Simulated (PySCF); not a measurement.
SMILES C[Si](C)(C)[SiH](O)O (C3H12O2Si2), GFN2-xTB optimised geometry.

```
19

Si    -1.23    -1.81    -1.81
O     -0.78    -3.35    -1.48
O     -0.66    -1.33    -3.27
Si    -0.35    -0.68     0.00
C      1.58    -0.68     0.00
C     -0.92    -1.45     1.65
C     -0.90     1.15     0.00
H     -2.65    -1.77    -2.14
H     -0.94    -4.06    -2.10
H      0.27    -1.22    -3.43
H      1.97    -1.69    -0.03
H      1.98    -0.21     0.89
H      1.98    -0.14    -0.86
H     -2.00    -1.40     1.75
H     -0.49    -0.94     2.51
H     -0.64    -2.50     1.71
H     -0.58     1.67    -0.90
H     -1.98     1.24     0.06
H     -0.48     1.69     0.84
```

Density from CAM-B3LYP/def2-SVP run with PySCF at that geometry.

Minimum of the electron density along straight lines between bonded atoms, close to the bond critical point (lines longer than 1.1 times the sum of covalent radii, or with two minima, are not listed):

```
bond    length / Å  ρ at the minimum / e bohr⁻³  ∇²ρ there / e bohr⁻⁵  position (fraction from the first atom)
------  ----------  ---------------------------  --------------------  ---------------------------------------
Si1–O2       1.637                        0.126                  1.05                                     0.41
Si1–O3       1.638                        0.126                  1.05                                     0.41
Si4–C5       1.922                        0.107                  0.29                                     0.38
Si4–C6       1.911                        0.109                  0.31                                     0.38
Si4–C7       1.913                        0.109                  0.31                                     0.38
Si1–H8       1.462                        0.119                     ?                                     0.49
O2–H9        0.954                        0.353                 -2.44                                     0.82
O3–H10       0.953                        0.356                 -2.43                                     0.82
C5–H11       1.087                        0.272                 -0.99                                     0.63
C5–H12       1.087                        0.271                 -0.98                                     0.63
C5–H13       1.087                        0.271                 -0.97                                     0.62
C6–H14       1.086                        0.272                 -0.98                                     0.63
C6–H15       1.087                        0.271                 -0.98                                     0.63
C6–H16       1.086                        0.273                 -0.99                                     0.63
C7–H17       1.086                        0.272                 -0.98                                     0.63
C7–H18       1.086                        0.272                 -0.98                                     0.63
C7–H19       1.086                        0.272                 -0.98                                     0.63
```

Some entries are withheld; supply them.


- Si1–H8, ∇²ρ there / e bohr⁻⁵: 0.33
